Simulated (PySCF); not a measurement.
C₆H₁₄AlB, SMILES CB(C)/C=[CH]/[Al]([CH3])[CH3], singlet at its GFN2-xTB optimised geometry (Å):

```
22

B     -1.8011     1.7294    -0.1210
C     -3.2062     1.5644    -0.8256
C     -1.3829     3.1330     0.4707
C     -0.8540     0.5016    -0.0403
C      0.4957     0.5394     0.0000
Al     1.5016    -1.1731     0.0000
C      0.4775    -2.8856     0.0126
C      3.4960    -1.1731     0.0000
H     -3.6176     2.4967    -1.2059
H     -3.9166     1.1879    -0.0878
H     -3.1981     0.8397    -1.6376
H     -0.9760     3.7436    -0.3371
H     -2.2300     3.6876     0.8696
H     -0.6196     3.0807     1.2438
H     -1.3042    -0.4924    -0.0847
H      0.9530     1.5315     0.0184
H     -0.2009    -2.9748     0.8680
H     -0.1399    -3.0301    -0.8805
H      1.1576    -3.7436     0.0625
H      3.9147    -1.6779     0.8778
H      3.9166    -1.6882    -0.8709
H      3.9108    -0.1587    -0.0056
```

Level of theory: PBE0/def2-SVP (PySCF).

Map of the electrostatic potential (hartree/e), clipped to [-0.08, 0.12] on the plane z = 1.2 Å:

```
|1111111111111111111111111111111|
|1111111111100001111111111111111|
|1111111111100000111111111111111|
|1111111112110000011111111111111|
|1111111235421000111111111111111|
|1111111389964321111111111111111|
|1111111399999994111111111111111|
|1111111249999999211111111111111|
|1111111113899998211111111111111|
|1111111112477762111111111111111|
|1111111124542100011111111111111|
|1111121235642000011111111111111|
|1111222234432000111111111111111|
|1111222222322100221111111111111|
|1111111111122200232222111111111|
|1111111111111100234553211110000|
|1111111111111101369995311100000|
|1111111111111112599998333210000|
|1111111111111113799999449951000|
|1111111111111112599997359993100|
|1111111111111122369995349993111|
|1111111111112487434553224642111|
|1111111111112899832222111211111|
|1111111111112899732111111111111|
|1111111111111376211111111111111|
|1111111111111111111111111111111|
|1111111111111000011111111111111|
|1111111111111000011111111111111|
|1111111111111000011111111111111|
|1111111111111111111111111111111|
|1111111111111111111111111111111|
```
Scale: ten equal steps from -0.018 (start of '0') to 0.120 (end of '9'), in the order '0123456789'; x runs from -6.00 to 6.00, y from -6.00 (bottom) to 6.00 (top).
